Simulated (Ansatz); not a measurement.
Relaxation of CH₇BO₃Si (13 atoms, charge 0, multiplicity 1), to a largest force component of 0.02 eV/Å in at most 50 steps.

Theory: Ansatz 0.2.0, RKS PBE0-D4/def2-SVP.

```xyz
13
Properties=species:S:1:pos:R:3
O 0.851 -2.641 0.467
B 0.331 -1.483 -0.363
O 1.053 -1.081 -1.564
O -0.848 -0.777 -0.021
C -0.660 0.294 0.828
Si -0.415 1.900 -0.135
H 1.418 -2.178 1.139
H 0.744 -1.614 -2.289
H 0.175 -1.451 0.796
H -1.558 0.457 1.502
H -0.279 3.014 0.817
H 0.818 1.780 -0.940
H -1.628 2.135 -1.018
```

Q: Where does it end, and by what steps?

A: The run converged. After 28 steps the energy has fallen by 9.441 eV; H9 moved furthest, 1.55 Å. Parted: B2–H9 (1.17 → 2.59 Å). Joined: C5–H9 (1.93 → 1.10 Å).

| step | energy less start (eV) | largest force component (eV/Å) | accepted |
| --- | --- | --- | --- |
| 0 | 0.0000 | 6.935 | yes |
| 1 | -2.7177 | 4.542 | yes |
| 2 | -4.7014 | 3.410 | yes |
| 3 | -6.0263 | 3.740 | yes |
| 4 | -6.9567 | 2.980 | yes |
| 5 | -7.6717 | 2.065 | yes |
| 6 | -8.1898 | 1.805 | yes |
| 7 | -8.5700 | 2.483 | yes |
| 8 | -9.0019 | 0.901 | yes |
| 9 | -9.1815 | 0.364 | yes |
| 10 | -9.2767 | 0.405 | yes |
| 11 | -9.3079 | 0.862 | yes |
| 12 | -9.3829 | 0.356 | yes |
| 13 | -9.4105 | 0.476 | yes |
| 14 | -9.4231 | 0.216 | yes |
| 15 | -9.4261 | 0.083 | yes |
| 16 | -9.4287 | 0.081 | yes |
| 17 | -9.4305 | 0.037 | yes |
| 18 | -9.4317 | 0.116 | yes |
| 19 | -9.4326 | 0.096 | yes |
| 20 | -9.4341 | 0.079 | yes |
| 21 | -9.4353 | 0.186 | yes |
| 22 | -9.4364 | 0.114 | yes |
| 23 | -9.4379 | 0.085 | yes |
| 24 | -9.4392 | 0.094 | yes |
| 25 | -9.4398 | 0.088 | yes |
| 26 | -9.4403 | 0.066 | yes |
| 27 | -9.4407 | 0.029 | yes |
| 28 | -9.4408 | 0.018 | yes |

```xyz
13
Properties=species:S:1:pos:R:3
O 1.398 -1.445 0.485
B 0.472 -1.539 -0.510
O 0.672 -2.390 -1.557
O -0.664 -0.787 -0.467
C -0.904 0.122 0.591
Si -0.283 1.863 0.146
H 2.140 -2.037 0.331
H -0.060 -2.352 -2.181
H -0.421 -0.215 1.524
H -1.990 0.152 0.778
H -0.541 2.796 1.286
H 1.182 1.819 -0.141
H -0.997 2.366 -1.067
```

Whether the end is a true minimum wasn't checked by a vibrational analysis.

Run time: 85 s on 2 threads of Intel(R) Xeon(R) Platinum 8488C (Sapphire Rapids), on a shared host, peak memory 0.31 GiB.
